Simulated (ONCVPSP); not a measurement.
**Building the ONCV potential for O (PBE, scalar-relativistic).**

```json
{
 "Element": "oxygen (O)",
 "Generator": "ONCVPSP 4.0.1",
 "Type": "optimised norm-conserving Vanderbilt (ONCV)",
 "Functional": "PBE",
 "Relativity": "scalar-relativistic",
 "Frozen core": "[He]",
 "Valence charge": "6",
 "Reference configuration": "2s1.5 2p4.5",
 "Partial waves": "2s: rc 0.70 bohr, ncon 4, nbas 7, qcut 8.1 1/bohr, 2 projectors, debl 3.6 Ha; 2p: rc 2.15 bohr, ncon 4, nbas 9, qcut 7.4 1/bohr, 2 projectors, debl 3.4 Ha; d scattering state at 0.06 Ha: rc 2.05 bohr, ncon 4, nbas 7, qcut 5.6 1/bohr, 1 projector",
 "Local potential": "polynomial inside 0.55 bohr (lpopt 5, dvloc0 -1 Ha)",
 "Core correction": "polynomial model core, fcfact 0.65"
}
```

Poles of the logarithmic derivatives, all-electron (AE) and pseudo (PS). s: poles at no energy (AE) and no energy (PS) Ha. p: poles at -0.2, 3.0 (AE) and -0.2, 3.0 (PS) Ha. d: poles at 2.5 (AE) and 1.4, 2.7 (PS) Ha. Test radii: s 0.71, p 2.18, d 2.08 bohr.

- Cutoffs needed: 63 Ha and 166 Ha (the cutoffs (Ha) at which the residual kinetic energy of the hardest occupied pseudo-wave falls to 1 and 0.1 mHa per electron)
- Ghost test: no bound ghost flagged; GHOST(+) flagged for d at 37.9 eV
- Largest excitation error: +8299 meV (all-electron minus pseudo) for 2s2 2p0, out of 4 test configurations
- rms error of d²Exc/dni dnj: 0.90 mHa without and 1.27 mHa with the model core
